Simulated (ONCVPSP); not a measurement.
# Pt (Z = 78): one change to an ONCV potential, before and after

Pt (Z = 78), optimised norm-conserving Vanderbilt (ONCV), made with ONCVPSP 4.0.1 (LDA (Perdew-Wang 92), scalar-relativistic). Core [Kr] 4d10 4f14, reference 5s2 5p6 5d9 (charge +1). Waves: 5s: rc 1.40 bohr, ncon 4, nbas 8, qcut 7.1 1/bohr, 1 projector; 5p: rc 1.75 bohr, ncon 4, nbas 7, qcut 8 1/bohr, 2 projectors, debl 3.5 Ha; 5d: rc 1.95 bohr, ncon 4, nbas 8, qcut 7.8 1/bohr, 1 projector. Local part: polynomial inside 1.15 bohr (lpopt 5, dvloc0 6 Ha). Core correction: polynomial model core, fcfact 0.6.

Change: fully relativistic.

Cutoffs: the cutoffs (Ha) at which the residual kinetic energy of the hardest occupied pseudo-wave falls to 1 and 0.1 mHa per electron; they do not see the model core or the augmentation charge, which bear on the density cutoff. Errors are all-electron minus pseudo energies relative to the spin-unpolarised reference configuration.

Problem. How do hardness, ghosts and transferability respond?

Solution. The potential gets neither clearly harder nor softer (23 Ha and 73 Ha → 23 Ha and 73 Ha); the s channel sets the loose cutoff, while the largest relative change is in p, which becomes harder; of the 4 tests that both files solve, the error grows in 1 and shrinks in 2 by more than 15 % and 0.3 meV (median size 153.3 → 151.4 meV); neither file shows a bound ghost.

| quantity | base | changed |
| --- | --- | --- |
| cutoff, loose | 23 Ha | 23 Ha |
| cutoff, tight | 73 Ha | 73 Ha |
| loose cutoff by channel | s 23 Ha, p 14 Ha, d 19 Ha | s 23 Ha, p 17 Ha, d 20 Ha |
| bound ghosts | none | none |
| GHOST(+) flags under 300 eV | none | none |
| error for 5s2 5p6 5d9 6s1, meV [ΔE -9.54 → -9.55 eV] | +299 | +299 |
| error for 5s2 5p6 5d8, meV [ΔE 20.26 → 20.28 eV] | -2.1 | +0.9 |
| error for 5s2 5p6 5d7, meV [ΔE 52.77 → 52.79 eV] | -7.2 | +3.5 |
| error for 5s2 5p5 5d9 6s1, meV [ΔE 52.90 → 53.90 eV] | +327 | +395 |
| s: phases at 1.42 bohr within 0.05 rad from the reference energy up to (Ha; the scan ends near 5) | -0.1 | -0.1 |
| rms error of d²Exc/dni dnj with the model core, mHa | 1.02 | 3.00 |
